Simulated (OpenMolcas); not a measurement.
# Mo3+ in a point-charge field

Mo3+ among 5 point charges of -1.2 e arranged as a trigonal bipyramid (D3h), 2.22 Å from the ion, with the axial distance 2.087 Å.
```
   2.2200    0.0000    0.0000  -1.20
  -1.1100    1.9226    0.0000  -1.20
  -1.1100   -1.9226    0.0000  -1.20
   0.0000    0.0000    2.0868  -1.20
   0.0000    0.0000   -2.0868  -1.20
```

```
Program             : OpenMolcas
Method              : CASSCF
Basis               : ANO-RCC-VDZP [6s5p3d1f]
Scalar Hamiltonian  : DKH2, point nucleus
Active space        : 3 electrons in 5 orbitals (4d)
State averaging     : 2S+1 = 4 even, 10 roots; 2S+1 = 2 even, 40 roots
Spin-orbit coupling : RASSI with atomic mean-field integrals over the reference wave functions
```

The lowest spin-free states (labels of D3, the rotations of D3h), above the lowest:

```csv
State,Degeneracy,E (cm-1),Free-ion L (%)
4E,2,0.0,F (100)
4E,2,2242,F (90)
4A2,1,5934,F (99)
4A1,1,6826,F (100)
4A2,1,6847,F (100)
2E,2,13846,G (81)
2E,2,13976,G (78)
2E,2,14558,G (72)
2A1,1,15038,G (84)
4E,2,15284,P (90)
2E,2,15460,H (100)
2A2,1,15511,G (80)
2A1,1,15620,G (80)
2E,2,17558,D (50)
2A2,1,17771,P (65)
2E,2,19127,D (45)
4A2,1,19566,P (99)
2E,2,21366,H (81)
2E,2,21796,H (38)
2A1,1,22483,H (84)
```

The lowest levels with spin-orbit coupling:

| E (cm-1) | Degeneracy | Label | 2S+1 | g |
| --- | --- | --- | --- | --- |
| 0.0 | 2 | E1/2 | 4 | 0.12 0.12 1.89 |
| 415.4 | 2 | E3/2 | 4 | 0.00 0.00 2.12 |
| 1017 | 2 | E1/2 | 4 | 0.00 0.00 6.07 |
| 1762 | 2 | E1/2 | 4 | 0.00 0.00 9.95 |
| 2621 | 2 | E1/2 | 4 | 2.53 2.53 3.27 |
| 3141 | 2 | E1/2 | 4 | 0.63 3.74 3.74 |
| 3413 | 2 | E3/2 | 4 | 0.00 0.00 3.91 |
| 3832 | 2 | E1/2 | 4 | 0.00 0.00 7.86 |
| 6658 | 2 | E3/2 | 4 | 0.00 0.00 0.02 |
| 7080 | 2 | E3/2 | 4 | 0.00 0.00 5.89 |
| 7227 | 2 | E1/2 | 4 | 1.96 5.26 5.26 |
| 7530 | 2 | E1/2 | 4 | 0.12 0.12 4.00 |
| 8263 | 2 | E1/2 | 4 | 0.12 0.12 7.96 |
| 8904 | 2 | E3/2 | 4 | 0.00 0.00 11.91 |
| 14234 | 2 | E1/2 | 2 | 0.00 0.00 5.97 |
| 14664 | 2 | E1/2 | 2 | 0.07 0.07 5.78 |
| 14787 | 2 | E3/2 | 2 | 0.00 0.00 2.79 |
| 14971 | 2 | E3/2 | 2 | 0.00 0.00 8.94 |
| 15070 | 2 | E1/2 | 2 (59 %) | 1.01 1.01 2.54 |
| 15405 | 2 | E3/2 | 2 | 0.00 0.00 3.07 |

Powder χT (cm3 K/mol): 0.116 at 2 K, 0.128 at 10 K, 0.19 at 50 K, 0.266 at 100 K, 0.408 at 200 K, 0.532 at 300 K. The effective moment at 300 K is 2.828 √(χT) = 2.06 μB.

The lowest level has 2S+1 = 4, for which the spin-only value is χT = S(S+1) / 2 = 1.875 cm3 K/mol (g = 2). The computed 0.532 at 300 K differs by -1.343, through orbital momentum, spin-orbit coupling and any other state in reach.

An orbital doublet at a regular site is open to a Jahn-Teller distortion, which this geometry leaves out. Without dynamic correlation the repulsion within the d shell is too large (B by tens of per cent), so at a given field states of lower spin stand too high. This is an electrostatic model: the charges have no orbitals. No measured value stands beside these numbers.
